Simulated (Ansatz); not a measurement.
`C[SiH](C)CO` → `C[Si]C` + CH₃OH  (silylene formation by 1,1-elimination)

Gas-phase electronic energies from Ansatz, PBE0-D4/def2-TZVP geometries. CCSD(T)/CBS adds triple-zeta CCSD(T) − MP2 to the extrapolated MP2 energy (def2 sets, frozen cores). This one scheme is used for every species. DFT in def2-TZVPP. B3LYP here is the variant with VWN-RPA as its local correlation; programs differ in this. Each species was taken in one conformer, which may not be the lowest.

`C[SiH](C)CO`:

Cartesian coordinates in Å:
```
C 0.491 -1.341 0.992
Si -0.269 -0.304 -0.373
C -1.944 0.358 0.139
C 0.894 1.139 -0.769
O 2.228 0.732 -1.055
H -0.162 -2.180 1.248
H 0.645 -0.751 1.901
H 1.453 -1.764 0.690
H -0.414 -1.151 -1.592
H -2.386 0.970 -0.651
H -1.865 0.975 1.038
H -2.638 -0.459 0.354
H 0.538 1.660 -1.663
H 0.871 1.883 0.043
H 2.559 0.234 -0.304
```

`C[Si]C`:

```xyz
9

C     1.194   -0.098    0.778
Si   -0.297   -1.195    0.371
C    -1.213    0.025   -0.755
H     1.855   -0.168   -0.101
H     1.770   -0.442    1.639
H     0.949    0.962    0.896
H    -0.553    0.621   -1.393
H    -1.993   -0.439   -1.362
H    -1.711    0.733   -0.074
```

CH₃OH:

Cartesian coordinates in Å:
```
C 0.258 0.246 0.007
O -0.882 -0.451 0.455
H 0.460 1.031 0.736
H 0.101 0.720 -0.970
H 1.144 -0.398 -0.055
H -1.081 -1.147 -0.173
```

| level | ΔE (kcal/mol) | difference from CCSD(T)/CBS |
| --- | --- | --- |
| PBE-D4 | 51.0 | 0.1 |
| r2SCAN-D4 | 55.0 | 4.1 |
| PBE0-D4 | 53.3 | 2.4 |
| B3LYP-D4 | 49.7 | -1.2 |
| ωB97X-V | 53.8 | 2.9 |
| ωB97M-V | 50.6 | -0.3 |
| B2PLYP | 49.1 | -1.8 |
| PBE | 48.7 | -2.2 |
| r2SCAN | 54.2 | 3.3 |
| PBE0 | 51.2 | 0.3 |
| B3LYP | 46.1 | -4.8 |
| HF/def2-TZVPP | 46.3 | -4.6 |
| MP2/def2-TZVPP | 53.6 | 2.7 |
| SCS-MP2/def2-TZVPP | 51.1 | 0.2 |
| CCSD/def2-TZVPP | 49.2 | -1.7 |
| CCSD(T)/def2-TZVPP | 50.0 | -0.9 |
| HF/def2-QZVPP | 46.2 | -4.7 |
| MP2/def2-QZVPP | 54.1 | 3.2 |
| SCS-MP2/def2-QZVPP | 51.7 | 0.8 |
| HF/CBS(def2) | 46.2 | -4.7 |
| MP2/CBS(def2) | 54.6 | 3.7 |
| CCSD/CBS(def2) | 50.2 | -0.7 |
| CCSD(T)/CBS | 50.9 | 0 |

Largest T1 diagnostic among the species: 0.012.

From PBE to PBE0 (25 % exact exchange), in def2-TZVPP and without D4, ΔE moves by +2.5 kcal/mol. In def2-TZVPP, CCSD(T) changes the Hartree–Fock value by +3.7 kcal/mol (the triples alone add +0.8 kcal/mol) and MP2 by +7.3 kcal/mol. The D4 term adds +3.6 kcal/mol with B3LYP and +2.1 kcal/mol with PBE0; it sums over pairs of atoms, weighted by their polarisabilities, and B3LYP, whose exchange is more repulsive, gets the larger term.
